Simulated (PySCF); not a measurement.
# Electron correlation in Br⁺ (bromine, charge +1)

[Ar] 3d10 4s2 4p4, high-spin 3P determinant. Computed with PySCF 2.14 in x2c-TZVPall, with scalar relativity by spin-free X2C-1e. Frozen: [Ar] 3d10; 6 electrons correlated.

MP2 pair energies summed by pair of shells (mhartree):

| pair | energy | share (%) |
| --- | --- | --- |
| 4s-4p | -48.21 | 46.3 |
| 4p-4p | -47.49 | 45.7 |
| 4s-4s | -8.32 | 8.0 |

Total MP2 correlation energy: -104.02 mhartree.

Same-spin part -23.47 and opposite-spin part -80.55 mhartree; SCS-MP2 scales them by 1/3 and 6/5 to -104.49 mhartree.

| level | correlation energy (mhartree) |
| --- | --- |
| CCSD | -123.12 |
| (T) | -3.23 |
| CCSD(T) | -126.35 |

Diagnostics: T1 = 0.0070, D1 = 0.0221, largest double amplitude 0.045.

Cost of the coupled-cluster step: 0.57 s of wall time on 1 thread of Neoverse-V2 (shared host), for 6 correlated electrons.

Iterations:

```
CC2 = 0
CCSD nocc = (np.int64(4), np.int64(2)), nmo = (34, 34)
frozen orbitals [[0, 1, 2, 3, 4, 5, 6, 7, 8, 9, 10, 11, 12, 13], [0, 1, 2, 3, 4, 5, 6, 7, 8, 9, 10, 11, 12, 13]]
max_cycle = 100
direct = 0
conv_tol = 1e-08
conv_tol_normt = 1e-06
diis_space = 8
diis_start_cycle = 0
Init t2, MP2 energy = -0.104022045181347
Init E_corr(UCCSD) = -0.104022045182506
cycle = 1  E_corr(UCCSD) = -0.118852679542615  dE = -0.0148306344  norm(t1,t2) = 0.0370556
cycle = 2  E_corr(UCCSD) = -0.12189899214266  dE = -0.0030463126  norm(t1,t2) = 0.0112763
cycle = 3  E_corr(UCCSD) = -0.123154776564773  dE = -0.00125578442  norm(t1,t2) = 0.00421861
cycle = 4  E_corr(UCCSD) = -0.123114709057415  dE = 4.00675074e-05  norm(t1,t2) = 0.00048832
cycle = 5  E_corr(UCCSD) = -0.123115616285247  dE = -9.07227832e-07  norm(t1,t2) = 7.58605e-05
cycle = 6  E_corr(UCCSD) = -0.123115646162201  dE = -2.98769542e-08  norm(t1,t2) = 1.671e-05
cycle = 7  E_corr(UCCSD) = -0.123115789060398  dE = -1.42898198e-07  norm(t1,t2) = 3.62853e-06
cycle = 8  E_corr(UCCSD) = -0.123115724289439  dE = 6.47709598e-08  norm(t1,t2) = 7.40686e-07
cycle = 9  E_corr(UCCSD) = -0.12311573204277  dE = -7.75333088e-09  norm(t1,t2) = 1.18078e-07
UCCSD converged
E(UCCSD) = -2604.143977098074  E_corr = -0.1231157320427695
UCCSD(T) correction = -0.00322922489193896
```
